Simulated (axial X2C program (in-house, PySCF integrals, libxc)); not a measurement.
Density and ELF of GeBr⁺

Calculated with an in-house relativistic program for diatomic molecules. Two-component (2c) means X2C with spin–orbit coupling and atomic mean-field two-electron Coulomb and Gaunt terms. Basis: Br dyall-cv3z [8s9p6d4f1g], Ge dyall-cv3z [9s9p7d4f1g] (cores contracted in-house); Gaussian nuclei, density fitting, unrestricted open shells. Masses: Br 78.918 u, Ge 73.921 u.

PBE0, 2c, state Ω = 0 (closed shell); Br at z = 0, Ge at z = 2.206 Å.

The maps cover the half plane through the axis: z from -2.4 to 4.2 Å along the bond, ρ from 0.15 to 2.25 Å away from it.

log10 of the density in e/bohr³:

```
 ρ\z  -2.4  -1.8  -1.2  -0.6   0.0   0.6   1.2   1.8   2.4   3.0   3.6   4.2
0.15  -3.7  -2.6  -1.5  -0.5   1.4  -0.5  -1.0   0.3   1.0  -0.9  -1.8  -2.8
0.45  -3.7  -2.7  -1.6  -0.7   0.1  -0.7  -1.1  -0.4   0.0  -1.1  -1.9  -2.8
0.75  -3.9  -2.8  -1.8  -1.0  -0.7  -1.0  -1.3  -1.1  -0.9  -1.4  -2.1  -3.0
1.05  -4.0  -3.1  -2.1  -1.4  -1.1  -1.3  -1.6  -1.6  -1.5  -1.8  -2.4  -3.2
1.35  -4.2  -3.3  -2.5  -1.9  -1.6  -1.7  -2.0  -2.0  -1.9  -2.2  -2.7  -3.5
1.65  -4.5  -3.7  -2.9  -2.4  -2.1  -2.2  -2.4  -2.5  -2.4  -2.6  -3.1  -3.8
1.95  -4.8  -4.0  -3.3  -2.9  -2.6  -2.7  -2.9  -2.9  -2.9  -3.1  -3.5  -4.2
2.25  -5.1  -4.4  -3.8  -3.4  -3.2  -3.2  -3.3  -3.4  -3.4  -3.6  -4.0  -4.6
```

Electron localisation function (collinear form, no current term, damped to 0 at low density):

```
 ρ\z  -2.4  -1.8  -1.2  -0.6   0.0   0.6   1.2   1.8   2.4   3.0   3.6   4.2
0.15  0.01  0.28  0.77  0.22  0.25  0.18  0.54  0.66  0.65  0.30  0.95  0.90
0.45  0.01  0.24  0.75  0.51  0.39  0.45  0.56  0.28  0.54  0.45  0.95  0.87
0.75  0.00  0.17  0.69  0.82  0.50  0.76  0.55  0.17  0.19  0.71  0.95  0.75
1.05  0.00  0.10  0.55  0.82  0.83  0.78  0.47  0.29  0.45  0.86  0.93  0.46
1.35  0.00  0.04  0.36  0.69  0.76  0.68  0.34  0.26  0.60  0.86  0.81  0.12
1.65  0.00  0.01  0.18  0.47  0.58  0.50  0.20  0.14  0.43  0.67  0.43  0.01
1.95  0.00  0.00  0.05  0.22  0.33  0.29  0.10  0.06  0.15  0.24  0.06  0.00
2.25  0.00  0.00  0.01  0.06  0.11  0.10  0.04  0.02  0.03  0.03  0.00  0.00
```

The state is one determinant whose occupation by symmetry is held fixed; it was picked as the lowest of a PBE0 search that is not exhaustive.
